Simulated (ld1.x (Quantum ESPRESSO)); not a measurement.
**Pseudopotential generation for Ge: RRKJ, BP86, scalar-relativistic.**

The input file (ld1.x (Quantum ESPRESSO) 7.5):

```
&input
   title='Ge', zed=32., rel=1, dft='BP', iswitch=3,
   config='[Ar] 3d10 4s1.5 4p2.5',
   nld=3, rlderiv=2.40, eminld=-4.0, emaxld=5.0, deld=0.02
 /
 &inputp
   pseudotype=2, tm=.false., rho0=0.02, lloc=1,
   nlcc=.false.,
   file_pseudopw='Ge.UPF', file_wfcaegen='ae.wfc', file_wfcncgen='nc.wfc', file_beta='beta', file_chi='chi'
 /
3
4S  1  0   1.50   0.00  1.65  1.65  0.0
3D  3  2  10.00   0.00  1.30  1.30  0.0
4P  2  1   2.50   0.00  2.20  2.20  0.0
 &test
   configts(1)='3d10 4s1.5 4p2.5'
 /
```

Command:

```bash
ld1.x < Ge.in > Ge.out
```

The program printed (shortened: banner, matrices, multipoles, cross overlaps and the repeated all-electron block are left out):

```
Program LD1 v.7.5
     --------------------------- All-electron run ----------------------------

     Ge
     scalar relativistic calculation

     atomic number is 32.00
     dft =BP   lsd =0 sic =0 latt =0  beta=0.20 tr2=1.0E-14
     Exchange-correlation= BP
                           (   1   1   1   1   0   0   0)
     mesh =1207 r(mesh) = 100.41023 a.u. xmin = -7.00 dx = 0.01250
     1 Ry =  13.60569312 eV, c = 137.03599908

     n l     nl                  e(Ry)          e(Ha)          e(eV)
     1 0     1S 1( 2.00)      -805.9356      -402.9678    -10965.3123
     2 0     2S 1( 2.00)      -100.9270       -50.4635     -1373.1815
     2 1     2P 1( 6.00)       -88.2023       -44.1012     -1200.0537
     3 0     3S 1( 2.00)       -12.4570        -6.2285      -169.4864
     3 1     3P 1( 6.00)        -8.5718        -4.2859      -116.6248
     3 2     3D 1(10.00)        -2.2287        -1.1143       -30.3228
     4 0     4S 1( 1.50)        -0.9098        -0.4549       -12.3780
     4 1     4P 1( 2.50)        -0.3220        -0.1610        -4.3806

     final scf error:  9.3E-15 reached in  35 iterations

     Etot =   -4198.571158 Ry,   -2099.285579 Ha,  -57124.470737 eV

     Ekin =    4274.562816 Ry,    2137.281408 Ha,   58158.389915 eV
     Encl =  -10115.638812 Ry,   -5057.819406 Ha, -137630.277421 eV
     Eh   =    1802.650939 Ry,     901.325469 Ha,   24526.315483 eV
     Exc  =    -160.146102 Ry,     -80.073051 Ha,   -2178.898714 eV

     normalization and overlap integrals

     s(1S/1S) =  1.000000  <r> =   0.0470  <r2> =    0.0030  r(max) =   0.0309
     s(2S/2S) =  1.000000  <r> =   0.2100  <r2> =    0.0520  r(max) =   0.1754
     s(2P/2P) =  1.000000  <r> =   0.1837  <r2> =    0.0414  r(max) =   0.1418
     s(3S/3S) =  1.000000  <r> =   0.6241  <r2> =    0.4494  r(max) =   0.5402
     s(3P/3P) =  1.000000  <r> =   0.6469  <r2> =    0.4928  r(max) =   0.5402
     s(3D/3D) =  1.000000  <r> =   0.7355  <r2> =    0.6942  r(max) =   0.5012
     s(4S/4S) =  1.000000  <r> =   2.0970  <r2> =    5.0851  r(max) =   1.7277
     s(4P/4P) =  1.000000  <r> =   2.8271  <r2> =    9.5029  r(max) =   2.1908

     ------------------------ End of All-electron run ------------------------

     --------------------- Generating NC pseudopotential ---------------------

      Generating local pot.: lloc=1, matching radius rcloc =   2.2000

      Wfc   4S  rcut= 1.664  Estimated cut-off energy=       15.82 Ry
      Using 4 Bessel functions for this wfc, rho(0) = 0.020
      This function has    0 nodes for 0 < r <    1.664

      Wfc   3D  rcut= 1.296  Estimated cut-off energy=      141.15 Ry
      This function has    0 nodes for 0 < r <    1.296

     ------------------- End of pseudopotential generation -------------------

     Computing logarithmic derivative in   2.40616
     Message from routine run_pseudo:
     Warning: convergence not achieved
     Computing logarithmic derivative in   2.40616
     Computing the partial wave expansion
     R is outside the sphere for l=    0 j= 0.00
       no projector for channel:   1
     R is outside the sphere for l=    2 j= 0.00

     ---------------------- Testing the pseudopotential ----------------------

     Ge
     scalar relativistic calculation

     atomic number is 32.00   valence charge is 14.00
     dft =BP   lsd =0 sic =0 latt =0  beta=0.20 tr2=1.0E-14
     mesh =1207 r(mesh) = 100.41023 xmin = -7.00 dx = 0.01250

     n l     nl             e AE (Ry)        e PS (Ry)    De AE-PS (Ry)
     3 2     3D   1(10.00)       -2.22869       -2.22869       -0.00000
     1 0     4S   1( 1.50)       -0.90976       -0.90976        0.00000
     2 1     4P   1( 2.50)       -0.32197       -0.32197        0.00000

     eps = 4.1E-11  iter =201

     Etot =   -4198.571158 Ry,   -2099.285579 Ha,  -57124.470737 eV
     Etotps =  -173.381682 Ry,     -86.690841 Ha,   -2358.977965 eV

     Ekin =     190.931568 Ry,      95.465784 Ha,    2597.756324 eV
     Encl =    -299.280185 Ry,    -149.640093 Ha,   -4071.914360 eV
     Ehrt =     155.372810 Ry,      77.686405 Ha,    2113.954767 eV
     Ecxc =     -21.875917 Ry,     -10.937958 Ha,    -297.637013 eV
     Epseu=    -198.529958 Ry,     -99.264979 Ha,   -2701.137682 eV

     ---------------------- End of pseudopotential test ----------------------
```

Note: ghost state, extra bound levels that the all-electron valence spectrum of the same l lacks: s at -475.2 eV. A true bound ghost makes a file unfit for plane-wave use.

Generation and configuration tests took about 8.2 s on one core of a shared server CPU.

Transferability test of the new file with ld1.x, input:

```
&input
   title='Ge', zed=32., rel=1, dft='BP', iswitch=2,
   config='[Ar] 3d10 4s1.5 4p2.5'
 /
 &test
   file_pseudo='Ge.UPF', nconf=8,
   configts(1)='3d10 4s1.5 4p2.5',
   configts(2)='3d10 4s2 4p2',
   configts(3)='3d10 4s2 4p1',
   configts(4)='3d10 4s2 4p0',
   configts(5)='3d10 4s0 4p0',
   configts(6)='3d10 4s0 4p4',
   configts(7)='3d10 4s1 4p3',
   configts(8)='3d10 4s1 4p2'
 /
```

```bash
ld1.x < Ge.test.in > Ge.test.out
```

Pseudopotential blocks of its output, shortened (energy terms left out; the distinct warnings before each block abridged to one line each):

```
     Warning: convergence not achieved
     Warning: n=3, l=2 expected 0 nodes, found 1
     ---------------------- Testing the pseudopotential ----------------------

     n l     nl             e AE (Ry)        e PS (Ry)    De AE-PS (Ry)
     3 2     3D   1(10.00)       -2.22869       -2.22869       -0.00000
     1 0     4S   1( 1.50)       -0.90976       -0.90976        0.00000
     2 1     4P   1( 2.50)       -0.32197       -0.32197        0.00000

     eps = 3.0E-12  iter =201

     Etot =   -4198.571158 Ry,   -2099.285579 Ha,  -57124.470737 eV
     Etotps =  -173.381682 Ry,     -86.690841 Ha,   -2358.977965 eV

     ---------------------- End of pseudopotential test ----------------------

          Warning: convergence not achieved
     ---------------------- Testing the pseudopotential ----------------------

     n l     nl             e AE (Ry)        e PS (Ry)    De AE-PS (Ry)
     3 2     3D   1(10.00)       -2.16349       -2.16168       -0.00181
     1 0     4S   1( 2.00)       -0.87342       -0.87349        0.00008
     2 1     4P   1( 2.00)       -0.29607       -0.29609        0.00001

     eps = 5.1E-12  iter =201

     Etot =   -4198.862446 Ry,   -2099.431223 Ha,  -57128.433911 eV
     Etotps =  -173.673011 Ry,     -86.836506 Ha,   -2362.941694 eV
     dEtot_ae =      -0.291288 Ry
     dEtot_ps =      -0.291329 Ry,   Delta E=       0.000041 Ry

     ---------------------- End of pseudopotential test ----------------------

          Warning: convergence not achieved
     ---------------------- Testing the pseudopotential ----------------------

     n l     nl             e AE (Ry)        e PS (Ry)    De AE-PS (Ry)
     3 2     3D   1(10.00)       -2.82633       -2.82277       -0.00356
     1 0     4S   1( 2.00)       -1.47320       -1.47336        0.00016
     2 1     4P   1( 1.00)       -0.83792       -0.83803        0.00012

     eps = 1.0E-11  iter =201

     Etot =   -4198.304638 Ry,   -2099.152319 Ha,  -57120.844541 eV
     Etotps =  -173.115099 Ry,     -86.557550 Ha,   -2355.350913 eV
     dEtot_ae =       0.266520 Ry
     dEtot_ps =       0.266583 Ry,   Delta E=      -0.000063 Ry

     ---------------------- End of pseudopotential test ----------------------

          Warning: convergence not achieved
     ---------------------- Testing the pseudopotential ----------------------

     n l     nl             e AE (Ry)        e PS (Ry)    De AE-PS (Ry)
     3 2     3D   1(10.00)       -3.62693       -3.62226       -0.00467
     1 0     4S   1( 2.00)       -2.16594       -2.16690        0.00096
     2 1     4P   1( 0.00)       -1.46713       -1.46833        0.00121

     eps = 8.2E-12  iter =201

     Etot =   -4197.157864 Ry,   -2098.578932 Ha,  -57105.241884 eV
     Etotps =  -171.967660 Ry,     -85.983830 Ha,   -2339.739213 eV
     dEtot_ae =       1.413295 Ry
     dEtot_ps =       1.414022 Ry,   Delta E=      -0.000728 Ry

     ---------------------- End of pseudopotential test ----------------------

          ---------------------- Testing the pseudopotential ----------------------

     n l     nl             e AE (Ry)        e PS (Ry)    De AE-PS (Ry)
     3 2     3D   1(10.00)       -5.73955       -5.73088       -0.00867  !
     1 0     4S   1( 0.00)       -3.80438       -3.79443       -0.00995  !
     2 1     4P   1( 0.00)       -2.96144       -2.96230        0.00086

     eps = 1.1E-15  iter = 22

     Etot =   -4191.188125 Ry,   -2095.594062 Ha,  -57024.019449 eV
     Etotps =  -166.000042 Ry,     -83.000021 Ha,   -2258.545631 eV
     dEtot_ae =       7.383033 Ry
     dEtot_ps =       7.381640 Ry,   Delta E=       0.001393 Ry

     ---------------------- End of pseudopotential test ----------------------

          ---------------------- Testing the pseudopotential ----------------------

     n l     nl             e AE (Ry)        e PS (Ry)    De AE-PS (Ry)
     3 2     3D   1(10.00)       -2.40958       -2.41370        0.00412
     1 0     4S   1( 0.00)       -1.00700       -1.00612       -0.00087
     2 1     4P   1( 4.00)       -0.39142       -0.39116       -0.00026

     eps = 1.8E-15  iter = 54

     Etot =   -4197.668101 Ry,   -2098.834050 Ha,  -57112.184008 eV
     Etotps =  -172.478932 Ry,     -86.239466 Ha,   -2346.695416 eV
     dEtot_ae =       0.903058 Ry
     dEtot_ps =       0.902751 Ry,   Delta E=       0.000307 Ry

     ---------------------- End of pseudopotential test ----------------------

          Warning: convergence not achieved
     ---------------------- Testing the pseudopotential ----------------------

     n l     nl             e AE (Ry)        e PS (Ry)    De AE-PS (Ry)
     3 2     3D   1(10.00)       -2.29117       -2.29277        0.00160
     1 0     4S   1( 1.00)       -0.94392       -0.94374       -0.00018
     2 1     4P   1( 3.00)       -0.34632       -0.34627       -0.00005

     eps = 1.5E-11  iter =201

     Etot =   -4198.274810 Ry,   -2099.137405 Ha,  -57120.438716 eV
     Etotps =  -173.085343 Ry,     -86.542671 Ha,   -2354.946054 eV
     dEtot_ae =       0.296348 Ry
     dEtot_ps =       0.296340 Ry,   Delta E=       0.000008 Ry

     ---------------------- End of pseudopotential test ----------------------

          Warning: convergence not achieved
     ---------------------- Testing the pseudopotential ----------------------

     n l     nl             e AE (Ry)        e PS (Ry)    De AE-PS (Ry)
     3 2     3D   1(10.00)       -2.95372       -2.95315       -0.00057
     1 0     4S   1( 1.00)       -1.54506       -1.54457       -0.00049
     2 1     4P   1( 2.00)       -0.89573       -0.89561       -0.00012

     eps = 2.4E-11  iter =201

     Etot =   -4197.662364 Ry,   -2098.831182 Ha,  -57112.105962 eV
     Etotps =  -172.472920 Ry,     -86.236460 Ha,   -2346.613628 eV
     dEtot_ae =       0.908794 Ry
     dEtot_ps =       0.908762 Ry,   Delta E=       0.000032 Ry

     ---------------------- End of pseudopotential test ----------------------
```
